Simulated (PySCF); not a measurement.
A search over the determinants of GeP

Unrestricted PBE0; PySCF, scalar-relativistic core potentials, basis sets Ge cc-pVTZ-PP with ECP10, P cc-pV(T+d)Z. Outer shells of the fragments: Ge 3d10 4s2 4p2; P 3s2 3p3.

Followed along the bond (rough minima from three points):

```
2Ms+1     unpaired  ⟨S²⟩ at the start  R at minimum (Å)  Te (eV)
    2          π ↑               0.76              2.15     0.00
    2          σ ↑               0.76              2.05     0.21
    4        π ↑↑↑               3.76  none in the scan   ≤ 1.54
    6  σ ↑, π ↑↑↑↑               8.75  none in the scan   ≤ 3.18
```

Solutions found at the starting distance of 2.225 Å, counted from the lowest of them; the search is not exhaustive and high or unbound solutions are not listed, so other states can lie among these:

| 2Ms+1 | unpaired | term | E (eV) | ⟨S²⟩ | ⟨Lz²⟩ | μ (D) |
| --- | --- | --- | --- | --- | --- | --- |
| 2 | π ↑ | ²Π | 0.00 | 0.76 | 1.01 | -1.61 |
| 2 | σ ↑ | ²Σ⁺ | 0.47 | 0.76 | 0.00 | -2.01 |
| 4 | π ↑↑↑ | ⁴Π | 1.72 | 3.76 | 1.01 | 0.03 |
| 4 | σ ↑, π ↑↑ | mixed | 1.95 | 3.76 | 2.02 | -0.81 |
| 2 | π ↑↑↓ | mixed | 2.07 | 1.77 | 3.04 | 0.02 |
| 2 | σ ↓, π ↑↑ | mixed | 2.38 | 1.78 | 2.02 | -0.77 |
| 4 | σ ↑, π ↑↑ | mixed | 2.41 | 3.76 | 2.01 | -1.05 |
| 2 | σ ↓, π ↑↑ | mixed | 2.86 | 1.77 | 2.01 | -1.03 |
| 2 | π ↑ | mixed | 3.43 | 0.75 | 3.01 | 0.10 |
| 6 | σ ↑, π ↑↑↑↑ | ⁶Σ⁺ | 3.55 | 8.75 | 0.00 | 1.34 |

A term symbol is given only where ⟨S²⟩ and ⟨Lz²⟩ are close to those of a pure state; real π, δ and φ orbitals otherwise mix terms. A positive dipole means Ge(−)P(+).

**Question.** Compare the gap between the two lowest followed solutions at the starting distance with the gap between their minima.

**Answer.** At PBE0 the second solution (doublet, unpaired electrons σ ↑) lies +0.47 eV from the first (doublet, unpaired electrons π ↑) at 2.225 Å and +0.21 eV at the minima; the two curves relax by different amounts, since their minima lie near 2.05 and 2.15 Å.

Spin–orbit coupling is left out. Counting both spins, an empty level lies below a filled one in some of these solutions, because spin and occupation are held.
